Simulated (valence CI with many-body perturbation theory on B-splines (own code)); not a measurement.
# Re43+: input, log and results

Computed by relativistic CI+MBPT: four valence electrons over a frozen Dirac-Fock core [Ar] 3d10, radial functions for each j: 6 s, 6 p, 5 d, 3 f, 1 g, with the one-electron correlation potential Σ1 (screened to all orders), the two-electron term Σ2, the three-electron term Σ3, Breit, model QED; selected single and double excitations, second order for the rest, scaled by the run's own slope (own B-spline code, finite nucleus).

Command, and the settings that its task file holds:

```sh
python run_cv.py task.json out
```

```
atom Re  Z=75  mass_number=187  rms_radius_fm=5.3698
core [Ar] 3d10
valence 4s2 4p2
avg = 1
basis = S
breit = 1
cap = 20000
capref = 1200
cscale = 1
de = 0.0
dress = 0
eps = 2e-08
extrap = 1
h = 0.27
hh = 1
l2 = 3
lcore = 6
maxit = 60
n2 = 5
natural = 1
nlev = 30
nno = [3, 3, 3, 2, 1]
nroot = 26
nsp = [3, 3, 2, 1, 0]
pt2 = 1
qed = 1
rpa = 1
s1 = 1
s2 = 1
s3 = 1
screen = 1
tol = 2e-05
whole = 1
```

It took 52 s on 1 thread of Arm Neoverse N1, with other jobs on the host.

Log. The first blocks belong to the next ion, which gives the ionisation energy. Fields: 2J, parity (1 odd), roots, reference size, generating configurations, candidates as configurations/state functions, variational space P, stored matrix elements, Davidson steps; e2 is the range of second-order energies in hartree. The first line gives the box (bohr), its intervals, the orbitals and the steps of their self-consistent field. Window is the range of levels sought, series limit the energy at which the first omitted orbital would enter, core excitation an estimate of the first excitation out of the core, left out the lowest levels not solved, and shifts from estimates the range by which levels moved from their first estimate, all in cm⁻¹.

```
rmax 2.6 intervals 56 orbitals 36 references ['4s2 4p2', '4s 4p3', '4s2 4p 4d', '4p4', '4s 4p2 4d'] scf 3 t 1.4
2J=1 par=1 roots 2 ref 23 generators 6 cand 1351/2024 P 596/878 nnz 0 it 0
2J=1 par=1 roots 2 ref 23 generators 9 cand 774/1169 P 775/1131 nnz 0 it 0
   second order: generators 15 cand 1182/1764 e2 -0.00000 -0.00000
reference levels 694, estimated 112, window 3369875 1/cm; series limit 9064772, core excitation 13410446
2J=0 par=0 roots 4 ref 34 generators 11 cand 1535/2579 P 1900/2956 nnz 7.6e+05 it 3
2J=0 par=0 roots 4 ref 34 generators 18 cand 3042/6109 P 2263/3655 nnz 1.1e+06 it 4
   second order: generators 27 cand 3792/7566 e2 -0.00002 -0.00000
2J=2 par=0 roots 3 ref 70 generators 6 cand 2327/9030 P 1230/3999 nnz 1.8e+06 it 4
2J=2 par=0 roots 3 ref 70 generators 12 cand 3645/17183 P 1855/6420 nnz 4.3e+06 it 5
   second order: generators 23 cand 4145/19730 e2 -0.00003 -0.00001
2J=4 par=0 roots 6 ref 106 generators 13 cand 3596/19082 P 1278/4000 nnz 1.7e+06 it 4
2J=4 par=0 roots 6 ref 106 generators 29 cand 5242/35407 P 2628/10870 nnz 1e+07 it 5
   second order: generators 42 cand 4388/32514 e2 -0.00004 -0.00001
2J=4 par=1 roots 9 ref 57 generators 20 cand 4716/26934 P 1216/3997 nnz 1.7e+06 it 5
2J=4 par=1 roots 9 ref 57 generators 29 cand 5285/35252 P 2915/12432 nnz 1.2e+07 it 8
   second order: generators 52 cand 4926/35248 e2 -0.00005 -0.00001
2J=2 par=1 roots 8 ref 44 generators 20 cand 4454/20310 P 1384/3997 nnz 1.7e+06 it 4
2J=2 par=1 roots 8 ref 44 generators 31 cand 4685/22680 P 2859/9705 nnz 7.5e+06 it 5
   second order: generators 46 cand 4299/22430 e2 -0.00004 -0.00001
2J=6 par=1 roots 5 ref 53 generators 17 cand 4842/31990 P 1223/3998 nnz 1.7e+06 it 4
2J=6 par=1 roots 5 ref 53 generators 28 cand 5177/38338 P 2722/11850 nnz 1.1e+07 it 6
   second order: generators 42 cand 4563/36506 e2 -0.00005 -0.00001
2J=0 par=1 roots 3 ref 16 generators 11 cand 2871/5051 P 1566/2430 nnz 0 it 4
2J=0 par=1 roots 3 ref 16 generators 17 cand 2964/5707 P 2205/3507 nnz 9.9e+05 it 4
   second order: generators 26 cand 3744/7339 e2 -0.00002 -0.00001
2J=8 par=1 roots 2 ref 37 generators 7 cand 3601/21152 P 1024/3997 nnz 1.9e+06 it 4
2J=8 par=1 roots 2 ref 37 generators 15 cand 4492/29412 P 1747/7652 nnz 5.7e+06 it 5
   second order: generators 25 cand 5134/37090 e2 -0.00005 -0.00002
2J=6 par=0 roots 2 ref 96 generators 8 cand 3715/21175 P 1061/3999 nnz 1.8e+06 it 4
2J=6 par=0 roots 2 ref 96 generators 17 cand 4802/33725 P 2247/10071 nnz 8.9e+06 it 6
   second order: generators 24 cand 4106/30521 e2 -0.00005 -0.00003
2J=8 par=0 roots 1 ref 82 generators 6 cand 3213/19043 P 1209/3996 nnz 1.7e+06 it 4
2J=8 par=0 roots 1 ref 82 generators 17 cand 4575/31149 P 2063/8570 nnz 6.7e+06 it 5
   second order: generators 24 cand 3946/29786 e2 -0.00004 -0.00004
left out: unestimated 4875974, estimated 3658647, shifts from estimates -5 to 22
operators 3.2
```

The Davidson iterations converged.

The last digits are not significant, and no measured levels were compared; by estimate large intervals hold to a few tenths of a per cent, small ones and those within an open d or f shell to about a per cent.

* Valence energy: -349.6351 hartree
* Ionisation energy: 2241.4 eV (NIST: 2240 ± 4 eV (theoretical))
* Reference configurations for the orbitals: 4s2 4p2, 4s 4p3, 4s2 4p 4d, 4p4, 4s 4p2 4d
* Radial orbitals: 36
* Box radius: 2.605 bohr
* Largest variational space: 12432
* Lowest levels: (4s^2 4p1/2^2) J=0 0, (4s^2 4p1/2 4p3/2) J=1 795740, (4s^2 4p1/2 4p3/2) J=2 831150, (4s 4p1/2^2 4p3/2) J=2 1591600, (4s^2 4p3/2^2) J=2 1653600, (4s 4p1/2^2 4p3/2) J=1 1712400, (4s^2 4p3/2^2) J=0 1730100, (4s^2 4p1/2 4d3/2) J=2 2059400, (4s^2 4p1/2 4d3/2) J=1 2209900, (4s^2 4p1/2 4d5/2) J=2 2271100, (4s^2 4p1/2 4d5/2) J=3 2298800, (4s 4p1/2 4p3/2^2) J=2 [a] 2406800, (4s 4p1/2 4p3/2^2) J=3 2452800, (4s 4p1/2 4p3/2^2) J=0 2484600 cm⁻¹

Levels are named by their leading jj configuration (3d3/2^4 stands for four electrons in 3d with j = 3/2), which in mixed levels can hold well under half, so a name can repeat and another be missing. Letters in brackets count levels of one name in rising energy.
